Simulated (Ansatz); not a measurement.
Stepwise reaction of `BC` with hydrogen sulfide, as a gas-phase model of exchange steps in deposition or etching. ΔE in kJ/mol.

Isolated molecules relaxed with PBE0-D4/def2-TZVP in Ansatz; ΔE leaves out vibrations. CCSD(T)/CBS is the MP2 limit (def2-TZVPP, def2-QZVPP) plus CCSD(T) − MP2 in def2-TZVPP, frozen cores. This one scheme is used for every species. Functionals use def2-TZVPP. B3LYP here is the variant with VWN-RPA as its local correlation; programs differ in this. One conformer a species, not always the lowest.

```csv
step,reaction,PBE-D4,B3LYP-D4,ωB97M-V,CCSD(T)/CBS
2,`CBS` + H₂S → `CB(S)S` + H₂,-59.4,-50.6,-49.3,-51.9
```

Question: Give the row of step 1, `BC` + H₂S → `CBS` + H₂. (Estimate.)

Answer: Ansatz gave: 
| step | reaction | PBE-D4 | B3LYP-D4 | ωB97M-V | CCSD(T)/CBS |
| --- | --- | --- | --- | --- | --- |
| 1 | `BC` + H₂S → `CBS` + H₂ | -92.6 | -80.8 | -79.6 | -81.4 |

Question: By hand: ΔE of the 2 steps together at CCSD(T)/CBS.

Answer: (-81.4) + (-51.9) = -133.3 kJ/mol, or -66.7 kJ/mol a step.

In ΔE each step is higher than the one before. All are downhill at CCSD(T)/CBS. PBE-D4 differs from CCSD(T)/CBS by -11.2 to -7.5 kJ/mol a step. Isolated molecules leave out the surface, adducts and barriers. Largest T1 diagnostic: 0.013.
